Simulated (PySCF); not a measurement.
## Computed vibrations of Bi(NC)3

Bi(NC)3 (singlet). PySCF 2.14.0, RKS PBE0, Bi def2-SVP with ECP60, N def2-SVP, C def2-SVP; non-relativistic Hamiltonian with scalar-relativistic core potentials where named; density fitting; no spin-orbit coupling. Central differences of gradients.

```xyz
7

Bi    0.0000    0.0000    0.0000
N     2.2696    0.0000    0.0000
C     3.4589    0.0000    0.0000
N    -1.1348    1.9655    0.0000
C    -1.7294    2.9955    0.0000
N    -1.1348   -1.9655    0.0000
C    -1.7295   -2.9955    0.0000
```

Run from Python with OMP_NUM_THREADS=2. Where DIIS fails, smearing, a level shift and second-order steps follow.
It took 35 s on 2 threads of Arm Neoverse V1, on a shared host.

Q: What are the harmonic wavenumbers and infrared intensities?

A: Modes are labelled in D3h; negative numbers are unstable modes, those under 60 cm⁻¹ near the noise; a finer grid moves soft modes by up to 10 cm⁻¹.
| cm⁻¹ | km/mol | symmetry |
| --- | --- | --- |
| -288 | – | a2'' |
| -62 | – | e' |
| -62 | – | e' |
| -18 | – | e'' |
| -18 | – | e'' |
| -14 | – | a2'' |
| 18 | 3.6 | e' |
| 18 | 3.6 | e' |
| 28 | 0.0 | a2' |
| 346 | 224.6 | e' |
| 346 | 224.6 | e' |
| 392 | 0.0 | a1' |
| 2102 | 1181.4 | e' |
| 2102 | 1181.4 | e' |
| 2134 | 0.0 | a1' |

Q: Is this a minimum?

A: No: 3 unstable (and 3 more above −25 cm⁻¹, within the noise); the lowest moves the atoms so:
```
Bi   0.00  0.00  0.11
N    0.00  0.00 -0.57
C    0.00  0.00  0.05
N    0.00  0.00 -0.57
C    0.00  0.00  0.05
N    0.00  0.00 -0.57
C    0.00  0.00  0.05
```
